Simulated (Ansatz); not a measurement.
A made-up structure of AlH2SO2 (charge -1), singlet:

```tsv
atom	x (Å)	y (Å)	z (Å)
O1	-0.8654	-1.7117	1.0342
Al2	0.0176	-0.5751	0.2752
O3	1.7082	-0.5156	-0.1500
S4	-0.8062	1.4065	-0.4942
H5	0.0449	-1.3269	1.5959
H6	-2.0435	1.1161	-0.0630
```

It is relaxed with PBE-D4/def2-SVPD and then PBE0-D4/def2-TZVPD (Ansatz 0.2.0). Atoms count as bonded within 1.22 times the sum of their covalent radii (H–H: 0.88 Å). The end point is not checked to be a true minimum.

(1) Does its bonding change? (Judge from chemistry; the calculation decides.)

Results:

(1) By the calculation: Yes. Formed: none; broken: Al2–H5.

Where it ends: The first stage lowers the energy by 2.28 eV in 9 steps. It ends as AlH₂SO₂ ([O][Al]([OH])[SH]), total charge -1:
```xyz
6
angstrom
O -0.7585 -1.1845 1.2116
Al 0.3119 -0.2829 0.1604
O 1.8842 -0.5355 -0.1850
S -1.0001 1.3698 -0.6474
H -0.3054 -1.9247 1.6195
H -2.0765 0.9510 0.0391
```

Labels in which every atom is bracketed show which atoms are joined, not bond orders.

For scale, one of the runs: PBE0-D4/def2-TZVPD relaxation, 187 basis functions, launched by `ansatz run in.yaml --threads 2 --pin off --events-out ev --progress --plain --max-ram 4352MiB`. The run took about 35 s on 2 CPU threads of an Arm Neoverse V2 (shared host).
